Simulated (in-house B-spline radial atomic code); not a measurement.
Eu²⁺. Computed with a B-spline radial atomic code. Model: non-relativistic spherical atom: semilocal Troullier-Martins pseudo-atom, one channel per l, against all electrons, high spin, G0W0 and RPA with empty states to l = 8, local potential for every l without a channel, a model core (radius 0 = none) keeps its share of the functional.

A spurious bound state in the pseudo-atom.

The core holds an angular momentum without a channel of its own, so the local potential lets valence electrons into it.

Without relativity these are model numbers for so heavy an element.

What the tables leave out is listed at the end.

The pseudopotential gives back the lowest level of each angular momentum of its own functional in the configuration it was made in; a second state of the same l is only approximately right. Exact exchange, RPA and GW see the smooth pseudo-orbitals and miss the exchange with the core, for which the functional's share stands in. The column with an uncorrelated core keeps all orbitals and exact exchange, and so separates missing core correlation from pseudisation. Only the three outermost levels and the lowest empty one were computed. RPA here is direct RPA, with no exchange kernel, and its energies carry an (l + 1/2)⁻⁴ tail. A hybrid on a potential with a model core restores only its own semilocal share of the core's exchange.

Command:
```bash
python run_psgw.py task.json out
```
Settings (lengths in bohr, energies in hartree):
```
Z                      63
electrons              61
configuration          [Xe] 4f7
generated_in           [Xe] 4f7 6s2
functional             pbe,pbe
core_shells            11
radius_factor          1.3
core_correction        False
```

Time taken, with all properties: 43 s on 1 thread of Arm Neoverse N1 (shared host).

Given: made with PBE; model core radius 0 bohr; local radius 2.7 bohr; mean-field start Hartree-Fock.

Valence shells of the generating configuration: 4f, 6s.

Channel: s 3.4, d 2.716, f 2.576 (radii in bohr).

Computed: largest level miss in the spin-unpolarised generating configuration 0.001 eV; valence RPA correlation energy all-electron orbitals -0.23072 hartree; all-electron RPA polarisability, core included 5.4997 bohr³; pseudo-atom RPA polarisability 3.0124 bohr³.

```csv
level,occupied,mean-field all-electron (eV),mean-field pseudo minus all (eV),G0W0 all-electron (eV),G0W0 uncorrelated core minus all (eV),G0W0 pseudo minus all (eV),exchange self-energy all-electron (eV),exchange self-energy pseudo (eV)
4f up,1,-32.046,6.732,-29.84,-0.859,3.789,-64.259,-27.374
```

**Question.** What is the valence RPA correlation energy pseudo?

**Answer.** -0.41849 hartree.

Among the listed levels the largest G0W0 shift of the pseudo-atom is +3.79 eV, for 4f up on the Hartree-Fock start, while leaving the core uncorrelated moves that level by -0.86 eV.  Not in the tables (levels of low weight, unsolved or above zero; the highest and the empty levels are kept at any weight): the PBE start was refused, since an empty level lay at or below an occupied one; the PBE0 start was refused, since an empty level lay at or below an occupied one; on Hartree-Fock the pseudo-atom's empty level 6p up at -21.2 eV, below the lowest empty all-electron level, a spurious state that also inflates its RPA energy and polarisability.
